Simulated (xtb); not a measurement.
xtb input:

```bash
xtb mol.xyz --gfn 1 --sp --chrg 0 --uhf 0
```
mol.xyz:
```
3

Sn     0.00310420    -0.00192177     0.34435198
F      0.69626342     1.27270737    -0.95581460
F     -0.71350896    -1.26203088    -0.95725199
```

Task: What final total energy does it print?

Result: -12.85385 Eh (GFN1-xTB).
